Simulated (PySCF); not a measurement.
**NMR data sheet: C6H13NSi**

| Item | Value |
| --- | --- |
| Formula | C6H13NSi |
| SMILES | [SiH3]N[C@@H]1C[C@@H]2C[C@@H]2C1 |
| InChI | InChI=1S/C6H13NSi/c8-7-6-2-4-1-5(4)3-6/h4-7H,1-3H2,8H3/t4-,5+,6+ |
| Point group of the computed structure | C1 |
| Degrees of unsaturation | 2 |
| Carbon signals | 4 |
| Proton signals | 8 |

Atom-mapped SMILES (the numbers label the heavy atoms): `[SiH3:1][NH:2][C@@H:3]1[CH2:4][C@@H:5]2[CH2:6][C@@H:7]2[CH2:8]1` (H(Xn): hydrogen on atom n). Ha(C6) is cis to C4 on the ring; Ha(C4), Ha(C8) are cis to N2 on the ring; Hb(C6) is trans to C4 on the ring; Hb(C4), Hb(C8) are trans to N2 on the ring.

All values are calculated (PySCF 2.14): NMR shieldings at PBE0/pcSseg-1/GIAO, GFN2-xTB geometry. Non-relativistic Hamiltonian, one averaged value for each set of equivalent atoms, no solvent, a single conformation.

Scale: TMS for $^{1}$H (σref 31.72) and $^{13}$C (σref 186.93) and $^{29}$Si (σref 349.16); NH3 for $^{15}$N (σref 267.73) (reference shieldings calculated alike).

| carbon | δC, type | δH (multiplicity) | HMBC from (2–3 bonds) | span of the C tensor (ppm) |
| --- | --- | --- | --- | --- |
| C3 | 68.5, CH | 3.62 (m) | H(Si1), Hb(C4)/Hb(C8), H(C5)/H(C7), Ha(C4)/Ha(C8) | 90 |
| C4/C8 | 46.5, CH2 | Ha(C4) 0.83 (m); Hb(C4) 2.61 (m) | H(C3), Hb(C4)/Hb(C8), H(C5)/H(C7), Hb(C6), Ha(C4)/Ha(C8), Ha(C6) | 57 |
| C5/C7 | 20.5, CH | 1.21 (m) | H(C3), Hb(C4)/Hb(C8), H(C5)/H(C7), Hb(C6), Ha(C4)/Ha(C8), Ha(C6) | 92 |
| C6 | 25.3, CH2 | Ha(C6) -0.23 (m); Hb(C6) 1.01 (m) | Hb(C4)/Hb(C8), H(C5)/H(C7), Ha(C4)/Ha(C8) | 60 |

Other nuclei:
```csv
atoms,nucleus,environment,δ (ppm),σ (ppm)
H(Si1),$^{1}$H,hydrogen on a silicon bonded to N,4.58,27.14
H(N2),$^{1}$H,"hydrogen on a nitrogen bonded to C, Si",-0.55,32.27
Si1,$^{29}$Si,"silicon bonded to N, 3 H",-58.9,408.1
N2,$^{15}$N,"nitrogen bonded to C, Si, H",42.7,225.0
```

Carbon types of the structure: 3 × CH, 3 × CH2, leaving 4 H on heteroatoms. δC 68.5: sp3 CH bonded to N; deshielded by the electronegative neighbour. δC 25.3, 20.5: three-membered-ring carbon; carbons of three-membered rings are unusually shielded. δH 3.62: hydrogen on an sp3 CH bonded to N; its carbon carries N, which withdraws density. δH 1.21, 1.01, -0.23: hydrogen on a three-membered-ring carbon; cyclopropane-type protons are shielded by the ring. δH -0.55: hydrogen on a nitrogen bonded to C, Si; labile proton, position sensitive to the medium.

Exchangeable OH/NH protons stand at their gas-phase positions; hydrogen bonding in a real sample shifts them, mostly to higher δ. Shifts are as computed. Against solution values, carbons near 30 ppm lie about +3 ppm off and those near 130 ppm about +5 ppm. Of 1211 compounds with measured shifts, 218 miss one by over three times the rms of a fit or turn the order of signals round; such compounds aren't used in these exercises. Experimental scales use liquid or dissolved standards, which lie at an offset from isolated NH3 (liquid NH3: subtract about 20 ppm). Multiplicities follow the n + 1 count of equivalent neighbours, as no J values were calculated; m marks all less simple cases, F and P coupling included.
